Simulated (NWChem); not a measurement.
The numbers come from NWChem runs, not from measurements. System: CNO, charge 0, spin multiplicity 4, at the geometry of a parent with another charge or spin, in a state set for the comparison that need not be this species' ground state. Its SCF solution wasn't tested for a lower state. Level: UMP2/def2-TZVP, 3 core orbitals frozen.

NWChem printed:

```
             Northwest Computational Chemistry Package (NWChem) 7.3.0
             --------------------------------------------------------

                                NWChem Input Module
                                -------------------

 Scaling coordinates for geometry "geometry" by  1.889725989
 (inverse scale =  0.529177249)

 Turning off AUTOSYM since
 SYMMETRY directive was detected!

                             Geometry "geometry" -> ""
                             -------------------------

 Output coordinates in angstroms (scale by  1.889725989 to convert to a.u.)

  No.       Tag          Charge          X              Y              Z
 ---- ---------------- ---------- -------------- -------------- --------------
    1 O                    8.0000     0.00000000     0.00000000     1.13950600
    2 C                    6.0000     0.00000000     0.00000000    -0.04087100
    3 N                    7.0000     0.00000000     0.00000000    -1.26726000

 Effective nuclear repulsion energy (a.u.)      51.9544075690

            Nuclear Dipole moment (a.u.)
            ----------------------------
        X                 Y               Z
 ---------------- ---------------- ----------------
     0.0000000000     0.0000000000     0.0000037795

      Symmetry information
      --------------------

 Group name             C2v
 Group number             16
 Group order               4
 No. of unique centers     3

      Symmetry unique atoms

     1    2    3


 Summary of "ao basis" -> "" (spherical)
 ------------------------------------------------------------------------------
       Tag                 Description            Shells   Functions and Types
 ---------------- ------------------------------  ------  ---------------------
 *                         def2-tzvp                  on all atoms

 Summary of "ao basis" -> "ao basis" (spherical)
 ------------------------------------------------------------------------------
       Tag                 Description            Shells   Functions and Types
 ---------------- ------------------------------  ------  ---------------------
 O                         def2-tzvp                11       31   5s3p2d1f
 C                         def2-tzvp                11       31   5s3p2d1f
 N                         def2-tzvp                11       31   5s3p2d1f

                                 NWChem SCF Module
                                 -----------------
[...]
     2   0 2 0    -11.827362     -7.451474     -4.375888      0.000000
     2   0 1 1     -0.000000     -0.000000      0.000000      0.000000
     2   0 0 2    -14.681613    -53.146436    -38.811043     77.275865

                   NWChem MP2 Semi-direct Energy/Gradient Module
                   ---------------------------------------------

  Basis functions       =     93
  Molecular orbitals    =     93
  Frozen core           =      3
  Frozen virtuals       =      0
  Active alpha occupied =      9
  Active beta occupied  =      6
  Active alpha virtual  =     81
  Active beta virtual   =     84
  Use MO symmetry       = T
  Use skeleton AO sym   = T

  AO/Fock/Back tols     =   1.0D-09  1.0D-09  1.0D-09

 GA uses MA = F    GA memory limited = T

 Available:
  local mem=  1.26D+08
 global mem=  1.44D+08
 local disk=  0.00D+00
  mp2_memr nvloc                    81
  nvloc new                    81
   1 passes of   9:        5242880                      54079                  10749685.
   1 passes of   9: M    126153170           G      144161902           F     120910290.

 Semi-direct pass number   1 of   1  for UHF alpha       at        1.4s
  vrange nnbf                  4331
  mp2_eaftype                    41  avail_ma_in_mb                  1099
 EAF : mp2_eaftype filesize          41    5374842.
  mp2_eaf for mointskh                     41
Node 0 wrote     25.3 Mb in      0.0 s     Agg I/O rate:  2243.3 Mb/s
 Done moints_semi at        2.4s
  mp2_eaftype                    41  avail_ma_in_mb                  1058
 EAF : mp2_eaftype filesize          41    5374842.
  mp2_eaf for kh                    41
 Done maket at        2.5s
 Done multipass loop at        2.5s

 GA uses MA = F    GA memory limited = T

 Available:
  local mem=  1.26D+08
 global mem=  1.44D+08
 local disk=  0.00D+00
  mp2_memr nvloc                    84
  nvloc new                    84
   1 passes of   6:        5242880                      42833                   7436470.
   1 passes of   6: M    126153170           G      144161902           F     120910290.

 Semi-direct pass number   1 of   1  for UHF beta        at        2.5s
  vrange nnbf                  4331
  mp2_eaftype                    28  avail_ma_in_mb                  1099
 EAF : mp2_eaftype filesize          28    3718235.
  mp2_eaf for mointskh                     28
Node 0 wrote     17.5 Mb in      0.0 s     Agg I/O rate:   742.2 Mb/s
 Done moints_semi at        3.5s
  mp2_eaftype                    28  avail_ma_in_mb                  1071
 EAF : mp2_eaftype filesize          28    3718235.
  mp2_eaf for kh                    28
 Done maket at        3.6s
 Done multipass loop at        3.6s

          -------------------------------------------
          SCF energy                -166.985877757854
          Correlation energy          -0.472360190432
          Singlet pairs                0.000000000000
          Triplet pairs                0.000000000000
          Total MP2 energy          -167.458237948286
          -------------------------------------------

          ---------------------------------------------------
                    Spin Component Scaled (SCS) MP2
          Same spin pairs                     -0.129454710191
          Same spin scaling factor             0.333333333333
          Opposite spin pairs                 -0.342905480241
          Opposite spin scaling fact.          1.200000000000
          SCS-MP2 correlation energy          -0.454638146353
          Total SCS-MP2 energy              -167.440515904207
          ---------------------------------------------------

 -----------------------
 Performance information
 -----------------------

 Timer overhead =  9.51D-08 seconds/call

               Nr. of calls         CPU time (s)                 Wall time (s)                GFlops
             ---------------    -------------------     ------------------------------   -------------------
Name         Min   Avg   Max    Min     Avg     Max     Min     Avg     Max   Mx/calls   Min     Max     Sum
mp2: moin     2     2     2    2.1     2.1     2.1      2.1     2.1     2.1     1.0      0.0     0.0     0.0
mp2: make     2     2     2   0.12    0.12    0.12     0.12    0.12    0.12    5.99E-2   0.0     0.0     0.0
mp2: tota     1     1     1    2.2     2.2     2.2      2.2     2.2     2.2     2.2      0.0     0.0     0.0

 The average no. of pstat calls per process was 5.00D+00
 with a timing overhead of 4.75D-07s

 Task  times  cpu:        3.5s     wall:        3.5s

 Total times  cpu:        3.6s     wall:        3.6s
```

Task: Write an NWChem input that would produce this output.

Result: This is not unique; one that fits is 
```
start mol
memory heap 200 mb stack 900 mb global 1100 mb
geometry units angstroms nocenter noautoz
  O      0.000000     0.000000     1.139506
  C      0.000000     0.000000    -0.040871
  N      0.000000     0.000000    -1.267260
  symmetry group C2v
end
basis spherical
  * library def2-tzvp
end
scf
  uhf
  nopen 3
  maxiter 100
  thresh 1e-7
  semidirect memsize 60000000 filesize 0
  # guess.movecs holds the orbitals of an unrestricted PBE0 run
  vectors input guess.movecs output mol.movecs
end
mp2
  freeze core 3
end
task mp2 energy
```
